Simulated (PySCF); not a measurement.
Ligands exchanged one at a time, Al CH3-H. All species are isolated molecules in the gas phase. Strings in code marks are SMILES.

The four lowest singlet excitations (Tamm–Dancoff). These are TPSSh-D3(BJ)/def2-TZVP // B3LYP-D3(BJ)/def2-TZVP run with PySCF 2.14.0 values and carry that method's errors. Excitations are Tamm–Dancoff values on a coarser integration grid. The basis has no diffuse functions, so Rydberg states are missing or too high.

```json
[
 {"state": "S1", "energy (eV)": "5.57", "wavelength (nm)": "223", "oscillator strength": "0.000"},
 {"state": "S2", "energy (eV)": "5.59", "wavelength (nm)": "222", "oscillator strength": "0.000"},
 {"state": "S3", "energy (eV)": "6.61", "wavelength (nm)": "188", "oscillator strength": "0.102"},
 {"state": "S4", "energy (eV)": "6.63", "wavelength (nm)": "187", "oscillator strength": "0.139"}
]
```

Q: Name which member gives these states.
A) `[CH3][AlH2]`
B) `[CH3][Al]([CH3])[CH3]`
C) `[CH3][AlH][CH3]`

A: B, `[CH3][Al]([CH3])[CH3]`
